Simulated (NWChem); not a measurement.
Ionisation of AsO

SMILES: [As]=O
```xyz
2

As     0.0000     0.0000     0.3162
O      0.0000     0.0000    -1.3044
```
Charge 0, spin multiplicity 2.

The numbers come from NWChem runs, not from measurements. All single points use one geometry, from UPBE0/def2-SVP, a minimum by its harmonic frequencies.

Basis set: def2-TZVPD. The species with one electron less has spin multiplicity 1 and keeps the geometry of the parent. Δ marks differences of total energies (open shells unrestricted). −ε marks an orbital energy of the parent. That orbital need not have the symmetry of the hole or added electron in the Δ rows. That singlet is a closed-shell solution.

The Hamiltonian is non-relativistic. B3LYP has NWChem's definition, with VWN1-RPA local correlation. The structure started from a generated list of species. The unpaired electrons of the parent sit in orbitals of symmetry b2 (C2v labels of the run); other states weren't searched. The stability of the SCF solutions was not checked.

### Question
One of these methods gave a first vertical ionisation energy of 8.44 eV. Which?
A. −ε(alpha HOMO) of M06-2X
B. ΔBP86
C. G0W0@PBE0
D. −ε(alpha HOMO) of B3LYP

### Answer
B, ΔBP86. The others give 8.01 (G0W0@PBE0), 5.60 (−ε(alpha HOMO) of B3LYP), 6.95 (−ε(alpha HOMO) of M06-2X).
